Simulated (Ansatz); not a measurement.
**Two structures, one formula**

The two ends of one reaction step of AlN₃H₈, singlet (PBE0-D4/def2-TZVP).

A:

```
12
angstrom
Al -0.6108 -0.2312 0.0604
N 0.0795 1.2818 0.6745
N -1.7420 -0.2004 -1.3009
N -0.1525 -1.7690 0.8072
H 2.6915 1.1416 -0.2156
H 3.4138 1.1362 -0.4140
H 0.5360 1.3850 1.5652
H -0.0020 2.1779 0.2244
H -2.1931 0.6249 -1.6574
H -2.0255 -1.0053 -1.8334
H 0.6190 -1.8929 1.4407
H -0.6137 -2.6487 0.6489
```

B:

Al1  (0.387, -0.285, -0.437)
N2  (0.336, 1.378, 0.785)
N3  (-1.118, 0.051, -1.397)
N4  (0.243, -1.568, 0.838)
H5  (1.113, 2.023, 0.702)
H6  (1.821, -0.081, -1.126)
H7  (0.294, 1.028, 1.737)
H8  (-0.529, 1.865, 0.570)
H9  (-1.061, 0.438, -2.327)
H10  (-1.902, -0.584, -1.373)
H11  (1.023, -2.172, 1.048)
H12  (-0.607, -2.093, 0.980)
(Å)

Program: Ansatz 0.2.0. Basis: def2-TZVPP. Cores are frozen in the correlated methods. B3LYP uses VWN-RPA correlation.

(1) Which structure is lower at CCSD(T), and by how much? (An estimate is asked for; the value comes from the calculation.)

No T1 diagnostic of these runs exceeds 0.010.

Answers

(1) By the calculation: B, by 6.67 kcal/mol (electronic energy, against the other). By their contacts, A is a complex of AlN₃H₆ ([NH2][Al]([NH2])[NH2]) + H₂ and B is AlN₃H₈ ([NH2][AlH]([NH2])[NH3]).

All methods give the same order:

```csv
method,E(B) − E(A) (kcal/mol)
SPW92,-11.15
PBE-D4,-6.94
BLYP-D4,-3.82
r2SCAN-D4,-6.29
B97M-V,-9.41
PBE0-D4,-8.21
B3LYP-D4,-5.22
r2SCAN0-D4,-7.46
BHLYP-D4,-6.82
CAM-B3LYP-D4,-6.18
wB97X-V,-7.35
wB97M-V,-6.88
B2PLYP,-4.97
PBE-QIDH,-7.92
RPA on PBE,-6.53
HF,-6.18
MP2,-5.21
CCSD,-6.70
CCSD(T),-6.67
```

Labels in which every atom is bracketed show which atoms are joined, not bond orders.

For scale, one of the runs: CCSD(T)/def2-TZVPP, 247 basis functions, launched by `ansatz run in.yaml --threads 4 --pin off --events-out ev --progress --plain --max-ram 9574MiB`. Time: 120 s of wall clock on 4 CPU threads of an Arm Neoverse V1; the host was shared. Peak host memory: 5.1 GiB.
